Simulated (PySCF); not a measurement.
Structure from 2D NMR

Compound of formula C5H3ClOSi. Correlations simulated from computed shifts and the bond graph:

HSQC (one-bond C–H):
| δH | δC |
| --- | --- |
| 9.60 | 180.8 |

HMBC (two and three bonds, from the bond graph):
| δH | δC |
| --- | --- |
| 9.60 | 87.9, 77.8 |
| 5.36 | 101.8, 97.6 |

Carbons without hydrogens: δ 101.8, 97.6, 87.9, 77.8.

Level of theory: PBE0/pcSseg-1 with gauge-including orbitals, geometry: GFN2-xTB, in PySCF (non-relativistic Hamiltonian, fast rotation and ring inversion assumed for equivalent nuclei, no solvent, a single conformation).

Scale: 1H (σ = 31.72 ppm) and 13C (σ = 186.93 ppm) against TMS (reference shieldings calculated alike).

Exchangeable hydrogens are left out of these lists.

Work out the connectivity.

Answers

`InChI=1S/C5H3ClOSi/c6-8-5-3-1-2-4-7/h4H,8H2`.

Mapped SMILES: `[O:1]=[CH:2][C:3]#[C:4][C:5]#[C:6][SiH2:7][Cl:8]`. Each H is labelled by its parent atom.

- δC 180.8 is C2, an aldehyde carbonyl carbon (δH 9.60).
- δC 101.8 is C6, an alkyne carbon.
- δC 97.6 is C5, an alkyne carbon.
- δC 87.9 is C4, an alkyne carbon.
- δC 77.8 is C3, an alkyne carbon.
- HMBC from δH 9.60 reaches the proton-free carbons C4, C3.
- HMBC from δH 5.36 reaches the proton-free carbons C6, C5.

This is the structure that produced the data.

Shifts are as computed. Against solution values, carbons near 30 ppm lie about +3 ppm off and those near 130 ppm about +5 ppm. Of 1309 compounds with measured shifts, 239 miss one by over three times the rms of a fit or turn the order of signals round; such compounds aren't used in these exercises.
